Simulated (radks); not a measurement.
Ba41+, configuration [Ne] 3s2 3p3 (the NIST ground configuration). All-electron calculation, scalar-relativistic Kohn-Sham, BLYP, spin-polarised, spherical densities, finite nucleus; open shells are filled with parallel spins first (spin-orbit coupling, left out, can overturn this in heavy ions); Fermi nuclear charge, rms radius 4.8378 fm. Program: a radial shooting solver on a logarithmic mesh with Libxc functionals.

Unscreened Slater integrals over Kohn-Sham orbitals (cm^-1). They are taken over the spin-up orbitals.

F0(3p,3p): 771600
F2(3p,3p): 387470
F0(3p,3s): 758260
G1(3p,3s): 489760
F0(3p,2p): 1020000
F2(3p,2p): 262110
G0(3p,2p): 104520
G2(3p,2p): 115550
F0(3p,2s): 989530
G1(3p,2s): 82970
F0(3s,3s): 747670
F0(3s,2p): 978860
G1(3s,2p): 102070
F0(3s,2s): 958100
G0(3s,2s): 81685
F0(2p,2p): 2110400
F2(2p,2p): 1002500
F0(2p,2s): 1939200
G1(2p,2s): 1101700
F0(2s,2s): 1831400

Derived for the open shells (J is the average intra-shell exchange parameter used in DFT+U). 3p: J = F2/5 = 77490 cm^-1.
